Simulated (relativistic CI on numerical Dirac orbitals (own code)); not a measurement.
**Calculated levels, Pt⁴⁺**

These numbers are calculated, not measured: Dirac-Coulomb-Breit CI, KLI orbitals optimised for each configuration, QED by a radiative potential, valence Slater integrals scaled by 0.85, P86 correlation energy added to each configuration (own radial code, finite nucleus).

Configuration list (outside the closed core [Kr] 4d10 4f14): 5s2 5p6 5d6, 5s2 5p6 5d5 6s, 5s2 5p6 5d5 6p, 5s2 5p6 5d5 5f, 5s2 5p6 5d5 5g, 5s2 5p6 5d5 7s, 5s2 5p6 5d4 6s 6p, 5s2 5p6 5d5 6d, 5s2 5p5 5d7, 5s2 5p6 5d5 7p, 5s2 5p6 5d5 7d, 5s2 5p6 5d5 8s, 5s2 5p6 5d5 6f, 5s2 5p6 5d5 8p, 5s2 5p6 5d5 8d, 5s2 5p6 5d4 5f 6s, 5s2 5p6 5d4 6p 6d, 5s 5p6 5d7, 5s2 5p6 5d4 6s2, 5s2 5p6 5d3 6s2 6p, 5s2 5p6 5d3 5f 6s2, 5s2 5p6 5d3 5g 6s2, 5s2 5p6 5d3 6s2 7s, 5s2 5p6 5d3 6s2 6d. Double excitations out of closed p, d and f shells are left out; levels of such configurations are missing from the list, as are those of other unlisted configurations, and high levels can miss mixing partners.

The lowest level is 5s2 5p6 5d6 5D_4, with 80 % of that term; Hund's rules for 5s2 5p6 5d6 give 5D with J = 4, in agreement.

```
No.  Configuration  Term  J  E (cm⁻¹)    %   Next component (%)      jj configuration (%)
  1    5s2 5p6 5d6    5D  4       0.0   80                17 3F              5d5/2^2 (59)
  2    5s2 5p6 5d6    5D  2    5845.0   57                29 3P              5d5/2^2 (61)
  3    5s2 5p6 5d6    5D  3    7058.6   90                 6 3F      5d3/2^3 5d5/2^3 (76)
  4    5s2 5p6 5d6    5D  1   10096.0   80                16 3P      5d3/2^3 5d5/2^3 (76)
  5    5s2 5p6 5d6    5D  0   10178.0   73                20 3P      5d3/2^2 5d5/2^4 (43)
  6    5s2 5p6 5d6    3H  4   16182.8   25                23 3G      5d3/2^3 5d5/2^3 (57)
  7    5s2 5p6 5d6    3G  5   20746.9   50                49 3H      5d3/2^3 5d5/2^3 (98)
  8    5s2 5p6 5d6    3H  6   21104.8   83                17 1I      5d3/2^3 5d5/2^3 (93)
  9    5s2 5p6 5d6    5D  2   21833.1   40                36 3P      5d3/2^2 5d5/2^4 (63)
 10    5s2 5p6 5d6    3F  3   24168.9   49                34 3G      5d3/2^3 5d5/2^3 (80)
 11    5s2 5p6 5d6    3F  2   24976.6   71                15 3P      5d3/2^3 5d5/2^3 (76)
 12    5s2 5p6 5d6    1S  0   29095.0   59                20 5D      5d3/2^2 5d5/2^4 (48)
 13    5s2 5p6 5d6    3H  4   29373.6   55                33 3F      5d3/2^2 5d5/2^4 (84)
 14    5s2 5p6 5d6    3D  1   30934.3   70                20 3P      5d3/2^3 5d5/2^3 (66)
 15    5s2 5p6 5d6    3G  4   31990.8   60                21 1G      5d3/2^3 5d5/2^3 (47)
 16    5s2 5p6 5d6    3D  2   32155.1   65                21 3P      5d3/2^3 5d5/2^3 (46)
 17    5s2 5p6 5d6    3H  5   32698.7   50                49 3G      5d3/2^2 5d5/2^4 (98)
 18    5s2 5p6 5d6    3D  3   34171.2   71                19 3F      5d3/2^2 5d5/2^4 (47)
 19    5s2 5p6 5d6    3G  3   35505.6   55                32 3F      5d3/2^2 5d5/2^4 (88)
 20    5s2 5p6 5d6    1I  6   37385.5   83                17 3H      5d3/2^2 5d5/2^4 (93)
 21    5s2 5p6 5d6    3P  0   38464.3   96                 3 1S              5d5/2^2 (43)
 22    5s2 5p6 5d6    3P  1   39618.9   72                21 3D        5d3/2 5d5/2^5 (51)
 23    5s2 5p6 5d6    1F  3   40576.2   61                33 3F      5d3/2^3 5d5/2^3 (88)
 24    5s2 5p6 5d6    1G  4   43142.7   63                21 3F      5d3/2^2 5d5/2^4 (46)
 25    5s2 5p6 5d6    1D  2   44553.6   58                20 3P      5d3/2^2 5d5/2^4 (59)
 26    5s2 5p6 5d6    3P  1   48860.7   91                 5 5D      5d3/2^3 5d5/2^3 (56)
 27    5s2 5p6 5d6    3F  4   53256.2   79                 8 3G      5d3/2^2 5d5/2^4 (56)
 28    5s2 5p6 5d6    3F  2   53581.4   89                 5 3D      5d3/2^2 5d5/2^4 (80)
 29    5s2 5p6 5d6    3P  0   58141.9   58                34 1S              5d5/2^6 (80)
 30    5s2 5p6 5d6    3P  2   60481.8   74                14 1D        5d3/2 5d5/2^5 (65)
 31    5s2 5p6 5d6    3F  3   60742.8   59                25 1F        5d3/2 5d5/2^5 (78)
 32    5s2 5p6 5d6    1G  4   61696.6   80                14 3F      5d3/2^2 5d5/2^4 (55)
 33     5d5(6S) 6s    7S  3   69309.0   87                12 5P   5d3/2^3 5d5/2^2 6s (41)
 34    5s2 5p6 5d6    1D  2   74371.5   93  2 5s2 5p6 5d5 6s 1D      5d3/2^2 5d5/2^4 (79)
 35     5d5(6S) 6s    5S  2   89893.4   48                13 3P             5d5/2 6s (53)
 36     5d5(4G) 6s    5G  3   93021.3   22                21 5D             5d5/2 6s (61)
 37     5d5(4G) 6s    5G  2   94842.4   54                20 5S   5d3/2^3 5d5/2^2 6s (67)
 38    5s2 5p6 5d6    1S  0   95562.1   92                 5 3P      5d3/2^2 5d5/2^4 (76)
 39     5d5(4G) 6s    5G  4   97775.9   66                13 5D   5d3/2^3 5d5/2^2 6s (77)
 40     5d5(4G) 6s    5G  6   98678.1   83                14 3H   5d3/2^3 5d5/2^2 6s (63)
 41     5d5(4G) 6s    5G  5   99305.4   84                 7 5F   5d3/2^3 5d5/2^2 6s (54)
 42     5d5(4G) 6s    5G  3   99308.3   58                15 5P   5d3/2^3 5d5/2^2 6s (47)
 43     5d5(4D) 6s    5D  2   99325.9   40                31 5P   5d3/2^3 5d5/2^2 6s (67)
 44     5d5(4P) 6s    5P  1  100373.8   48                41 5D   5d3/2^3 5d5/2^2 6s (69)
 45     5d5(4D) 6s    5D  4  104967.5   63                23 5G   5d3/2^2 5d5/2^3 6s (67)
 46     5d5(4D) 6s    5D  0  106461.6   90                 8 3P   5d3/2^2 5d5/2^3 6s (68)
 47     5d5(4D) 6s    5D  3  106835.9   36                22 3D   5d3/2^3 5d5/2^2 6s (73)
 48     5d5(4P) 6s    5P  1  108182.1   38                25 5D   5d3/2^3 5d5/2^2 6s (51)
 49     5d5(4P) 6s    5P  2  108994.8   27                19 3D   5d3/2^2 5d5/2^3 6s (49)
 50     5d5(2I) 6s    3I  5  109728.8   37                31 3G   5d3/2^3 5d5/2^2 6s (90)
 51     5d5(4G) 6s    3G  3  111061.7   39                24 5P   5d3/2^3 5d5/2^2 6s (53)
 52     5d5(2D) 6s    3D  2  111739.2   28                25 5D   5d3/2^2 5d5/2^3 6s (62)
 53     5d5(4G) 6s    3G  4  112163.7   51                23 3F   5d3/2^3 5d5/2^2 6s (80)
 54     5d5(2D) 6s    3D  1  113292.4   34                30 5F   5d3/2^2 5d5/2^3 6s (47)
 55     5d5(2I) 6s    3I  6  113951.9   69                15 3H   5d3/2^2 5d5/2^3 6s (73)
 56     5d5(4F) 6s    5F  5  114681.9   36                30 3G   5d3/2^2 5d5/2^3 6s (60)
 57     5d5(4G) 6s    3G  4  115805.7   29                27 5F   5d3/2^2 5d5/2^3 6s (52)
 58     5d5(4F) 6s    5F  3  116325.8   36                18 3D   5d3/2^3 5d5/2^2 6s (52)
 59     5d5(4F) 6s    5F  2  117066.2   58                12 1D   5d3/2^2 5d5/2^3 6s (54)
 60     5d5(2I) 6s    3I  7  117191.2  100                       5d3/2^2 5d5/2^3 6s (100)
 61     5d5(4G) 6s    3G  5  118645.6   62                29 3I   5d3/2^2 5d5/2^3 6s (95)
 62     5d5(4D) 6s    3D  3  118722.4   45                27 3F   5d3/2^2 5d5/2^3 6s (59)
 63     5d5(4P) 6s    3P  1  118987.2   37                29 3D   5d3/2^2 5d5/2^3 6s (72)
 64     5d5(4D) 6s    3D  2  120017.5   54                20 3F   5d3/2^3 5d5/2^2 6s (42)
 65     5d5(4P) 6s    3P  0  120993.6   78                10 1S   5d3/2^2 5d5/2^3 6s (55)
 66     5d5(2G) 6s    3G  3  121871.7   35                21 3F   5d3/2^2 5d5/2^3 6s (54)
 67     5d5(2G) 6s    3G  4  121894.8   42                25 3H   5d3/2^2 5d5/2^3 6s (66)
 68     5d5(2I) 6s    1I  6  122833.9   67                20 3I   5d3/2^2 5d5/2^3 6s (89)
 69     5d5(4D) 6s    3D  1  123511.7   73                13 5F   5d3/2^2 5d5/2^3 6s (88)
 70     5d5(2F) 6s    3F  2  124131.7   61                13 3D   5d3/2^2 5d5/2^3 6s (59)
```

Energies count from the lowest computed level. Percentages are summed over parent terms; the parents shown are those of the largest component, closed shells are left out there. Filled j subshells are mostly left out of the jj labels.

The mean weight of the leading LS term, summed over parents, in these 70 levels is 61 %, and that of the leading jj configuration (from the same eigenvectors) 66 %.

At this charge configurations can still be misplaced by up to about 7 % of their energy. Levels and lines within the n = 5 or 6 shells can be off by up to 10 % or somewhat more, and those that change n by about 2 %, since core polarisation is missing.

LS names give the leading component of a level, which can be under half, so a name can repeat, a term be missing and a line seem to break the LS rules.
